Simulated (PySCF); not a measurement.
C₅H₁₈Si₄.
SMILES with atom numbers: `[CH3:1][C@H:2]1[CH2:3][C@@H:4]([Si@@H:5]([SiH3:6])[SiH2:7][SiH3:8])[CH2:9]1`

Probes without a nucleus sit at each ring's centroid and 1 Å off its mean plane on both sides; NICS is minus the shielding there, NICSzz its component along the normal. Level: GIAO CAM-B3LYP/pcSseg-1 (PySCF, non-relativistic, gas phase) on the PBE0-D3(BJ)/def2-SVP geometry, one conformer.

Ring bond lengths (Å): C2–C3 1.543, C3–C4 1.548, C4–C9 1.548, C9–C2 1.543.

Give the NICS values of each ring in ppm.

| ring | type | NICS(0) | NICS(1), two faces | NICS(1)zz, two faces | rms pucker (Å) | centre to ring atoms, mean (Å) |
| --- | --- | --- | --- | --- | --- | --- |
| C2–C3–C4–C9 | 4-membered carbocycle; formal bonds all single | -1.5 | -1.9 / -0.9 | 4.0 / 3.7 | 0.12 | 1.09 |

What do they say, and how far can they be read as aromaticity?

- C2–C3–C4–C9: mean NICS(1)zz 3.8 ppm, deshielded. C2, C3, C4, C9 have four or more neighbours; no verdict on aromaticity is drawn.

What is the mean of the two in-plane components of NICS at the second NICS(1) probe listed for ring C2–C3–C4–C9, 1 Å off the ring?

The isotropic value is a third of the trace: (3 × -0.9 − (3.7))/2 = -3.2 ppm.

How do the values depend on the level or the medium?

```tsv
level	NICS(0), C2–C3–C4–C9	mean NICS(1)zz, C2–C3–C4–C9
CAM-B3LYP/pcSseg-1, gas	-1.5	3.8
PBE0/pcSseg-1, gas	-1.7	4.0
```

The geometry is the same throughout.

Shape of the structure used: `[CH3:1][C@H:2]1[CH2:3][C@@H:4]([Si@@H:5]([SiH3:6])[SiH2:7][SiH3:8])[CH2:9]1`: C3–C4–Si5–Si6 43°, C4–Si5–Si7–Si8 46°.
